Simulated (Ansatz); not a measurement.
Cost and result for the atomization energy of C₂H₆ClIn (`[CH3][In]([CH3])[Cl]`) (10 atoms, 9 bonds).

Z-matrix (Å, degrees):
```
C
In 1 2.137
H 1 1.089 2 109.0
H 1 1.091 2 110.5 3 120.5
H 1 1.091 2 110.0 3 -119.9
C 2 2.137 1 138.6 3 -175.4
Cl 2 2.370 1 110.7 3 4.8
H 6 1.091 2 110.4 1 56.5
H 6 1.089 2 109.0 1 177.0
H 6 1.091 2 110.1 1 -63.0
```

Total charge 0; spin multiplicity 1. Correlated methods include outer-core shells of In, which these sets cover unevenly. In takes the def2 core potential. The geometry is a stationary point of PBE0-D4/def2-TZVP. Program: Ansatz. All runs use 4 threads of an Arm Neoverse V1 on a shared host. Times are those of one run each, without the atoms' runs, and a repeat can differ threefold. Electronic energies, without spin–orbit coupling; frozen cores. CCSD(T)/CBS adds CCSD(T) − MP2 in def2-TZVPP to the MP2 limit, and its time is that of the two runs behind it. T1 = 0.012. With those shells the extrapolation isn't a true limit. B3LYP takes the VWN-RPA correlation (the form of Gaussian; ORCA's B3LYP/G).

CCSD(T)/CBS is a level of theory with its own doubt, some kJ/mol a heavy atom from the limit and from the frozen cores, so smaller differences don't rank the functionals.

| level | functions | wall time | atomization (kcal/mol) | difference from CCSD(T)/CBS | per bond |
| --- | --- | --- | --- | --- | --- |
| LDA (SPW92)/def2-TZVPP | 238 | 1.2 s | 904.1 | 97.5 | 10.8 |
| revPBE-D4/def2-TZVPP | 238 | 1.9 s | 792.1 | -14.5 | -1.6 |
| PBE-D4/def2-TZVPP (with forces) | 238 | 2.4 s | 810.6 | 4.0 | 0.4 |
| BHLYP-D4/def2-TZVPP | 238 | 3 s | 784.5 | -22.1 | -2.5 |
| CAM-B3LYP-D4/def2-TZVPP | 238 | 3.3 s | 803.0 | -3.6 | -0.4 |
| B3LYP-D4/def2-TZVPP (with forces) | 238 | 4.3 s | 798.3 | -8.3 | -0.9 |
| r2SCAN-D4/def2-TZVPP (with forces) | 238 | 4.4 s | 805.8 | -0.8 | -0.1 |
| B2PLYP/def2-TZVPP | 238 | 5.5 s | 792.6 | -14.0 | -1.6 |
| CCSD(T)/def2-SVP | 102 | 5.5 s | 762.1 | -44.5 | -4.9 |
| ωB97M-V/def2-TZVPP (with forces) | 238 | 11 s | 805.9 | -0.7 | -0.1 |
| MP2/def2-QZVPP | 446 | 17 s | 804.9 | -1.7 | -0.2 |
| CCSD(T)/def2-TZVPP | 238 | 2.5 min | 788.2 | -18.4 | -2.0 |
| CCSD(T)/CBS(def2) | – | 2.8 min | 806.6 | 0.0 | 0.0 |

From BLYP to BHLYP (50 % exact exchange), in def2-TZVPP and without D4, the atomization energy moves by −4.0 kcal/mol: exact exchange takes away binding that semilocal exchange gives to molecules. The D4 term adds +6.8 kcal/mol with B3LYP and +3.6 kcal/mol with PBE0; it sums over pairs of atoms, weighted by their polarisabilities, and B3LYP, whose exchange is more repulsive, gets the larger term. Leaving LDA and LC-ωPBE aside and taking each functional with its dispersion term where it has one, the values spread over 26.2 kcal/mol, from BHLYP-D4 to PBE-D4. LDA lies +97.7 kcal/mol from PBE without D4, its usual overbinding.

Spin–orbit coupling would lower the free In atoms strongly, and the atomization energy with them, by more than many differences here.
